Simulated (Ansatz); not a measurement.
Stepwise reaction of `[OH][Sn]([OH])([Cl])[Cl]` with water, as a gas-phase model of exchange steps in deposition or etching. ΔE in kJ/mol; ΔG adds harmonic PBE0-D4 terms to CCSD(T)/CBS, at 1 bar.

Computed with Ansatz on PBE0-D4/def2-TZVP structures; ΔE is electronic, products minus reactants. CBS: MP2 limit from def2 TZ/QZ plus the TZ coupled-cluster correction, frozen cores. This one scheme is used for every species. Functionals use def2-TZVPP. B3LYP here is the variant with VWN-RPA as its local correlation; programs differ in this. Elements past krypton have def2 core potentials. For Sn outer-core shells are correlated without core-valence functions, which leaves a few kJ/mol of doubt a bond. One conformer a species, not always the lowest.

```tsv
step	reaction	PBE-D4	B3LYP-D4	ωB97M-V	CCSD(T)/CBS	ΔG(500 K)
1	`[OH][Sn]([OH])([Cl])[Cl]` + H₂O → `[OH][Sn]([OH])([OH])[Cl]` + HCl	61.2	62.2	61.4	61.5	55.9
```

(1) Give the row of step 2, `[OH][Sn]([OH])([OH])[Cl]` + H₂O → `[OH][Sn]([OH])([OH])[OH]` + HCl. (An estimate is asked.)

(2) By hand: ΔE of the 2 steps together at CCSD(T)/CBS.

Answers

(1) Computed: 
| step | reaction | PBE-D4 | B3LYP-D4 | ωB97M-V | CCSD(T)/CBS | ΔG(500 K) |
| --- | --- | --- | --- | --- | --- | --- |
| 2 | `[OH][Sn]([OH])([OH])[Cl]` + H₂O → `[OH][Sn]([OH])([OH])[OH]` + HCl | 62.8 | 63.1 | 62.3 | 61.9 | 62.0 |

(2) (61.5) + (61.9) = 123.4 kJ/mol, or 61.7 kJ/mol a step.

In ΔE the steps differ by no more than 0.4 kJ/mol. All are uphill at CCSD(T)/CBS. ΔG lies between 55.9 and 62.0 kJ/mol a step. PBE-D4 differs from CCSD(T)/CBS by -0.3 to 0.9 kJ/mol a step. Isolated molecules leave out the surface, adducts and barriers. Largest T1 diagnostic: 0.015.
